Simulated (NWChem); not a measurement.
System meant: AuPH₄; SMILES [AuH]<-[PH3]

Here is an NWChem input.

```
start job
memory heap 200 mb stack 900 mb global 1100 mb
geometry units angstroms noautoz
  Au     0.000000     0.000000    -0.432586
  H      0.000000     0.000000    -2.039989
  P      0.000000     0.000000     1.922816
  H      1.210106    -0.264156     2.614717
  H     -0.833819    -0.915904     2.614717
  H     -0.376287     1.180061     2.614717
end
basis spherical
  * library def2-svp
end
dft
  xc pbe0
  iterations 150
  mulliken
end
task dft energy
```

End of the output:

```
          Convergence Information
          -----------------------
          Convergence aids based upon iterative change in
          total energy or number of iterations.
          Levelshifting, if invoked, occurs when the
          HOMO/LUMO gap drops below (HL_TOL):  1.00D-02
          DIIS, if invoked, will attempt to extrapolate
          using up to (NFOCK): 10 stored Fock matrices.

                    Damping( 0%)  Levelshifting(0.5)       DIIS
                  --------------- ------------------- ---------------
          dE  on:    start            ASAP                start
          dE off:    2 iters        150 iters           150 iters

      Screening Tolerance Information
      -------------------------------
          Density screening/tol_rho:  1.00D-10
          AO Gaussian exp screening on grid/accAOfunc:  14
          CD Gaussian exp screening on grid/accCDfunc:  20
          XC Gaussian exp screening on grid/accXCfunc:  20
          Schwarz screening/accCoul:  1.00D-08

      Superposition of Atomic Density Guess
      -------------------------------------

      charge =      79.0 Au (Gold)

      symmetry species            s     p     d     f
      number of basis functions = 7     6     5     1
      number of cont. functions = 6     3     2     1
      number of closed shells   = 6     4     2     1
      number of open shells     = 0     0     1     0
      open shell occupation     = 0     0     9     0
 ------------------------------------------------------------------------
 atomscf:atomd: error in atom scf                   0
 ------------------------------------------------------------------------
 ------------------------------------------------------------------------
  current input line :
    19: task dft energy
 ------------------------------------------------------------------------
 ------------------------------------------------------------------------
 This error has not yet been assigned to a category
 ------------------------------------------------------------------------
 For more information see the NWChem manual at https://nwchemgit.github.io

0:atomscf:atomd: error in atom scf:Received an Error in Communication
```

**Question.** Find the fault in this run and fix the input.

**Answer.** The run crashed. Cause: the def2 basis of a heavy element holds valence functions alone and wants its effective core potential (without it all electrons must fit into that basis). This input runs:
```
start job
memory heap 200 mb stack 900 mb global 1100 mb
geometry units angstroms noautoz
  Au     0.000000     0.000000    -0.432586
  H      0.000000     0.000000    -2.039989
  P      0.000000     0.000000     1.922816
  H      1.210106    -0.264156     2.614717
  H     -0.833819    -0.915904     2.614717
  H     -0.376287     1.180061     2.614717
end
basis spherical
  * library def2-svp
end
ecp
  Au library def2-ecp
end
dft
  xc pbe0
  iterations 150
  mulliken
end
task dft energy
```
It converges to -479.24779 Ha (PBE0/def2-SVP with def2 effective core potentials on Au).
